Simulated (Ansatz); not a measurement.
C2H8N2Si can be A, `C/N=C/N[SiH3]`, or B, `NC/N=C/[SiH3]`.

Computed with Ansatz on PBE0-D4/def2-TZVP structures; ΔE is electronic, products minus reactants. CBS: MP2 limit from def2 TZ/QZ plus the TZ coupled-cluster correction, frozen cores. Double bonds are as drawn, so ΔE can hold a change between cis and trans. DFT in def2-TZVPP. B3LYP here is the variant with VWN-RPA as its local correlation; programs differ in this. One conformer a species, not always the lowest.

Question: Which is lower in electronic energy at CCSD(T)/CBS, and by how much? (An estimate is asked.)

Answer: The calculation gave: A, by 30.1 kcal/mol.

Question: Give E(B) − E(A) in kcal/mol with PBE-D4, MP2/def2-TZVPP, B3LYP-D4, ωB97M-V, HF/def2-TZVPP, B3LYP, CCSD/def2-TZVPP. (An estimate is asked.)

Answer: Computed: PBE-D4 31.3, MP2/def2-TZVPP 32.3, B3LYP-D4 32.1, ωB97M-V 31.4, HF/def2-TZVPP 31.5, B3LYP 31.4, CCSD/def2-TZVPP 30.1. None reverses the order clearly.

Largest T1 diagnostic: 0.013.
